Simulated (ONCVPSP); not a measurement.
# Before and after: ONCV potential for krypton (Kr)

ONCVPSP 4.0.1 input, shortened (lines: element, Z, core and valence counts, functional; n l f; lmax; l rc ep ncon nbas qcut; lloc lpopt rc5 dvloc0; l nproj debl; icmod fcfact rcfact), PBEsol, scalar-relativistic:

```
  Kr 36.00    6    2  -116133      upf
    1    0    2.00
    2    0    2.00
    2    1    6.00
    3    0    2.00
    3    1    6.00
    3    2   10.00
    4    0    2.00
    4    1    5.00
    1
    0    1.35    0.00    3    7    5.20
    1    1.15    0.00    4    8    8.40
    4    2    0.95    0.00
    0    2    2.20
    1    2    1.50
    3    2.75    1.15
```

All-electron outer shells of the reference configuration (PBEsol, scalar-relativistic, ld1.x):

```json
{"shell": "3p", "level (eV)": "-206.86", "outermost node (bohr)": "0.20", "outermost maximum (bohr)": "0.46"}
{"shell": "3d", "level (eV)": "-93.29", "outermost node (bohr)": "–", "outermost maximum (bohr)": "0.41"}
{"shell": "4s", "level (eV)": "-33.98", "outermost node (bohr)": "0.64", "outermost maximum (bohr)": "1.32"}
{"shell": "4p", "level (eV)": "-19.55", "outermost node (bohr)": "0.67", "outermost maximum (bohr)": "1.52"}
```

Change: all radii but the core radius scaled by about 1.14 (s 1.54, p 1.32 bohr); local potential polynomial inside 1.08 bohr (lpopt 2, dvloc0 0 Ha).

Cutoffs: the cutoffs (Ha) at which the residual kinetic energy of the hardest occupied pseudo-wave falls to 1 and 0.1 mHa per electron; they do not see the model core or the augmentation charge, which bear on the density cutoff. Errors are all-electron minus pseudo energies relative to the spin-unpolarised reference configuration.

Problem. Predict the effect on cutoff, ghosts and configuration errors.

Solution. The potential gets softer (52 Ha and 149 Ha → 15 Ha and 49 Ha); both files keep a bound ghost (p); of the 4 tests that both files solve, the error grows in 1 and shrinks in 2 by more than 15 % and 0.3 meV (median size 18.8 → 14.9 meV). A larger radius leaves more room for a smooth pseudo-wave, so fewer plane waves are needed.

| quantity | base | changed |
| --- | --- | --- |
| cutoff, loose | 52 Ha | 15 Ha |
| cutoff, tight | 149 Ha | 49 Ha |
| loose cutoff by channel | s 15 Ha, p 52 Ha | s 13 Ha, p 15 Ha |
| bound ghosts | p | p |
| GHOST(+) flags under 300 eV | s at 120.6 eV | s at 151.8 eV |
| error for 4s2 4p6, meV [ΔE -14.28 eV] | +0.4 | +1.1 |
| error for 4s2 4p4, meV [ΔE 25.18 eV] | -7.9 | -7.1 |
| error for 4s2 4p3, meV [ΔE 62.27 eV] | -30 | -23 |
| error for 4s2 4p2, meV [ΔE 112.11 eV] | -71 | -46 |
| rms error of d²Exc/dni dnj with the model core, mHa | 2.31 | 2.10 |

 A true bound ghost makes a file unfit for plane-wave use even where its test errors are small: the radial tests pick states by their node count and pass the ghost by.
